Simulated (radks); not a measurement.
The numbers below are computed, except where a source is named.
Ag3+, 44 electrons, occupied as [Kr] 4d8.

Code: a radial shooting solver on a logarithmic mesh with Libxc functionals. Model: scalar-relativistic Kohn-Sham, B86b exchange with PBE correlation, spin-polarised, spherical densities, finite nucleus; open shells are filled with parallel spins first (spin-orbit coupling, left out, can overturn this in heavy ions); Fermi nuclear charge, rms radius 4.5454 fm.

Energy parts (eV):
| part | energy |
|---|---|
| total | -144606.117 |
| kinetic | 150229.332 |
| electron-nucleus | -347819.006 |
| Hartree | 57025.357 |
| exchange-correlation | -4041.799 |

Orbitals (lengths in bohr, moments of r in powers of bohr):
| orbital | occ. | eigenvalue (eV) | <r^2> |
|---|---|---|---|
| 1s down | 1 | -25371.93 | 0.001308 |
| 1s up | 1 | -25371.93 | 0.001308 |
| 2s up | 1 | -3769.696 | 0.02146 |
| 2s down | 1 | -3769.286 | 0.02146 |
| 2p up | 3 | -3385.378 | 0.01691 |
| 2p down | 3 | -3385.068 | 0.01691 |
| 3s up | 1 | -723.3915 | 0.1553 |
| 3s down | 1 | -723.1953 | 0.1553 |
| 3p up | 3 | -597.1750 | 0.1569 |
| 3p down | 3 | -596.9488 | 0.1568 |
| 3d up | 5 | -398.2053 | 0.1424 |
| 3d down | 5 | -397.8437 | 0.1423 |
| 4s up | 1 | -134.4806 | 0.9289 |
| 4s down | 1 | -132.8719 | 0.9274 |
| 4p up | 3 | -97.6318 | 1.112 |
| 4p down | 3 | -95.9749 | 1.112 |
| 4d up | 5 | -44.5030 | 1.829 |
| 4d down | 3 | -42.9005 | 1.857 |

The highest occupied level is 4d down at -42.901 eV. For comparison, the ionisation energy in NIST's Atomic Spectra Database is 49 eV (theoretical). In exact Kohn-Sham theory the highest level is minus the ionisation energy, but local and semilocal functionals leave it too shallow, through self-interaction and a potential that decays too fast; potentials with the right tail come closer. Spin moment in Bohr magnetons: 2. The electron density at the nucleus is 1.494e+05 e/bohr^3 (large components only). Summed over all electrons, <r^2> = 26.07 bohr^2, which gives a Langevin (diamagnetic) susceptibility term of -20.6 x 10^-6 cm^3/mol. The spin density at the nucleus is -1.762 e/bohr^3 (1s -0.039, 2s -0.862, 3s 0.344, 4s -1.204).
